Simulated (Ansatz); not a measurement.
This geometry of CH4BClSi (8 atoms, charge 0, multiplicity 1) is a first-order saddle point.

Theory: Ansatz, RKS PBE/def2-mTZVP.

```xyz
8
Properties=species:S:1:pos:R:3
C -0.068 1.465 -0.290
B 0.153 -0.016 -0.010
Si -0.020 -1.707 0.853
Cl -1.098 -3.014 -0.422
H -0.469 1.578 -1.315
H -0.744 1.988 0.404
H 0.901 1.996 -0.303
H 1.346 -2.290 1.083
```

Task: Which two structures does it join? (They come from a converged band through this point; their orientation in space is the band's.)

Result: No bond is made or broken.  The two ends are copies of one structure, up to a mirror image or an exchange of like atoms.

First end point:

```xyz
8
Properties=species:S:1:pos:R:3
C -0.011 1.462 -0.310
B 0.227 -0.007 0.011
Si -0.205 -1.707 0.760
Cl -0.660 -3.048 -0.817
H -0.954 1.561 -0.882
H -0.168 2.046 0.616
H 0.793 1.939 -0.890
H 0.978 -2.246 1.514
```

Last end point:

```xyz
8
Properties=species:S:1:pos:R:3
C -0.051 1.453 -0.345
B 0.176 -0.038 -0.138
Si 0.145 -1.672 0.844
Cl -1.352 -2.931 0.028
H 0.232 1.825 -1.342
H -1.120 1.688 -0.179
H 0.499 2.039 0.415
H 1.472 -2.365 0.717
```

Task: How far does it lie above each of them?

Result: 0.017 eV above the first and 0.017 eV above the second. This is the barrier of this one path; another mechanism may lie lower.

Run time: 71 s on 2 threads of AMD EPYC 7B13 (Zen 3) (shared host), peak memory 0.18 GiB.
